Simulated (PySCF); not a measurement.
Potential energy of CI along the bond

Set-up: basis C aug-cc-pVDZ, I aug-cc-pVDZ-PP with ECP28; scalar-relativistic core potentials; PySCF 2.14. Energies in eV from C + I in their ground configurations at the same level. State: ²Π (doublet), unpaired electrons π ↑.

| R (Å) | UHF |
| --- | --- |
| 1.761 | 0.3162 |
| 1.843 | -0.3413 |
| 1.925 | -0.7181 |
| 1.987 | -0.8682 |
| 2.048 | -0.9339 |
| 2.109 | -0.9357 |
| 2.191 | -0.8657 |
| 2.294 | -0.7080 |
| 2.417 | -0.5114 |
| 2.580 | -0.3288 |

Task: Put a parabola through the three lowest points of the UHF curve and estimate Re, k and ωe (reduced mass 10.96 u; 1 eV/Å² = 0.16022 mdyn/Å; ωe = 1302.8·√(k/μ) cm⁻¹).

Result: Through R = 2.048, 2.109, 2.191 Å the second-order coefficient is 6.18 eV/Å², so Re ≈ 2.081 Å, k ≈ 1.98 mdyn/Å and ωe ≈ 554 cm⁻¹. A polynomial fit of higher order to the unrounded UHF energies gives Re = 2.080 Å, k = 2.37 mdyn/Å, ωe = 606 cm⁻¹; anharmonicity and rounding make the difference.

The higher-order fit for each curve: UHF: Re = 2.080 Å, ωe = 606 cm⁻¹, De = 0.94 eV.

⟨S²⟩ of the unrestricted solution departs from its pure value on part of the curve, where spin states mix. Spin–orbit coupling is left out, which matters for elements this heavy, above all for dissociation energies. Hartree–Fock leaves out correlation, which carries a large part of most bond energies and some tenths to 1 eV of ionisation energies. The state was picked by a PBE0 search and need not be the measured ground state.
